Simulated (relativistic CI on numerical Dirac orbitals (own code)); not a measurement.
# Zn²¹⁺: sensitivity of the levels to the model

Base calculation: Dirac-Coulomb-Breit CI, orbitals from a KLI potential per configuration, model QED (radiative potential, 1s self-energy scaled to tabulated hydrogen-like ionisation energies), unscaled Slater integrals.

Configurations in the expansion (outside the closed core 1s2): 2s²2p⁵, 2s2p⁶, 2p⁶3s, 2p⁶3p, 2p⁶3d, 2s²2p⁴3s, 2s²2p⁴3p, 2s²2p⁴3d, 2s2p⁵3s, 2s2p⁵3p, 2s2p⁵3d, 2s²2p⁴4s, 2s²2p⁴4p, 2s²2p⁴4d, 2s²2p⁴4f, 2s2p⁵4s. Levels of other configurations are missing.

The lowest level and the first level of each name with at least 55 % of one term (blank where a level has no safe partner in the second run):

```tsv
Level	Base (eV)	Shift (eV)
2s²2p⁵ ²P°3/2	0.00	0.00
2s²2p⁵ ²P°1/2	24.39	+0.56
2s2p⁶ ²S1/2	169.20	-0.12
2s²2p⁴3s ⁴P5/2	1105.71	+0.96
2s²2p⁴3s ²P3/2	1109.90	+0.92
2s²2p⁴3s ⁴P1/2	1120.45	+0.70
2s²2p⁴3s ⁴P3/2	1128.58	+1.25
2s²2p⁴3s ²P1/2	1131.97	+1.23
2s²2p⁴3s ²D5/2	1140.33	+1.61
2s²2p⁴3s ²D3/2	1141.24	+1.59
2s²2p⁴3p ²D°5/2	1150.37	+0.94
2s²2p⁴3p ⁴D°7/2	1150.79	+1.00
2s²2p⁴3p ⁴D°3/2	1164.85	+0.78
2s²2p⁴3p ⁴P°1/2	1164.97	+1.11
2s²2p⁴3s ²S1/2	1170.44	+1.61
2s²2p⁴3p ⁴D°5/2	1172.29	+1.26
2s²2p⁴3p ²F°5/2	1178.18	+1.51
2s²2p⁴3p ²F°7/2	1183.69	+1.68
2s²2p⁴3d ⁴D5/2	1196.92	+1.04
2s²2p⁴3d ⁴D7/2	1197.33	+1.17
2s²2p⁴3d ⁴F9/2	1200.55	+1.19
2s²2p⁴3d ²F7/2	1201.99	+1.11
```

At this charge energies of transitions that change n are usually good to better than 1 %, and those within a shell (Δn = 0) to a few per cent.

(1) One thing was changed in a second run, which moved the levels as shown. Which?
A. P86 correlation estimate
B. one mean potential for all configurations
C. Breit term removed
D. QED terms removed
E. configuration mixing switched off

## Answers

(1) C. Breit term removed. The Breit term mainly narrows fine-structure intervals, so removing it widens them.

LS names give the leading component of a level, which can be under half, so a name can repeat, a term be missing and a line seem to break the LS rules.
